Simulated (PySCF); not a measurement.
**Arsenic: highly charged ions in a basis for the neutral atom**

As²²⁺ [Ne] 3s1, As²³⁺ [Ne]. Calculation: PySCF 2.14, in 6-31G* (5s4p3d, 32 functions); no relativity, point nucleus. No spin-orbit coupling, so a gap to NIST mixes the basis error with missing relativistic terms.

Changed run: basis of the neutral atom used for a highly charged ion. This setting is unsound on purpose.

```
species  method  sound run (hartree)  changed run (hartree)  converged
  As²²⁺     UHF              not run            -1937.73698        yes
  As²²⁺    BP86              not run            -1938.24254        yes
  As²²⁺  r2SCAN              not run            -1938.13704        yes
  As²³⁺     UHF              not run            -1903.99590        yes
  As²³⁺    BP86              not run            -1904.44723        yes
  As²³⁺  r2SCAN              not run            -1904.40120        yes
```

Ionisation energy of As²²⁺:

```json
{"method": "UHF", "changed run (eV)": "918.14", "NIST (eV)": "956.79"}
{"method": "BP86", "changed run (eV)": "919.62", "NIST (eV)": "956.79"}
{"method": "r2SCAN", "changed run (eV)": "918.00", "NIST (eV)": "956.79"}
```

The contracted functions were made for the neutral atom and can be too rigid for a highly charged ion.
